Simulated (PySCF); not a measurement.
Cost against size for one kind of job: PySCF, PBE0-D3(BJ)/def2-SVP geometry optimisation, gas phase; work: geometry optimisation from a GFN2-xTB start shaken at random. Hardware: Arm Neoverse V1, one thread, no GPU, on a shared host. Times come from a shared host and carry two figures at best. Peak memory is the resident size of the whole Python process, interpreter and libraries included.

```json
{"species (SMILES)": "FP(F)F", "atoms": "4", "electrons": "42", "basis functions": "60", "SCF cycles": "33", "gradient evaluations": "5", "wall time": "4.6 s", "peak memory": "0.28 GiB"}
{"species (SMILES)": "BNBF", "atoms": "8", "electrons": "30", "basis functions": "76", "SCF cycles": "77", "gradient evaluations": "14", "wall time": "?", "peak memory": "?"}
{"species (SMILES)": "[NH2][GeH2][NH2]", "atoms": "9", "electrons": "52", "basis functions": "90", "SCF cycles": "61", "gradient evaluations": "10", "wall time": "26 s", "peak memory": "0.38 GiB"}
{"species (SMILES)": "FC(F)[SiH](P)P", "atoms": "12", "electrons": "74", "basis functions": "126", "SCF cycles": "64", "gradient evaluations": "10", "wall time": "67 s", "peak memory": "0.53 GiB"}
{"species (SMILES)": "CO[SiH](Cl)OC", "atoms": "13", "electrons": "66", "basis functions": "127", "SCF cycles": "213", "gradient evaluations": "32", "wall time": "?", "peak memory": "?"}
{"species (SMILES)": "CC(=O)[SiH2][AsH2]", "atoms": "12", "electrons": "74", "basis functions": "127", "SCF cycles": "40", "gradient evaluations": "6", "wall time": "42 s", "peak memory": "0.52 GiB"}
```

Problem. Estimate the withheld figures.

Solution. `BNBF`: 20 s, 0.38 GiB; `CO[SiH](Cl)OC`: 3.5 min, 0.53 GiB.

Problem. With all rows, how does the wall time grow with the number of basis functions N?

Solution. A straight line through log(time) against log(N) has slope 3.6 between N = 60 and 127, and the rows scatter about it by a factor of about 1.9 (standard error of the fit). This is a fit to these rows, whose iteration counts differ, not the method's formal scaling.

Problem. Which species took longest, and how many times the shortest run?

Solution. `CO[SiH](Cl)OC`, at 3.5 min: about 46 times the shortest (4.6 s).
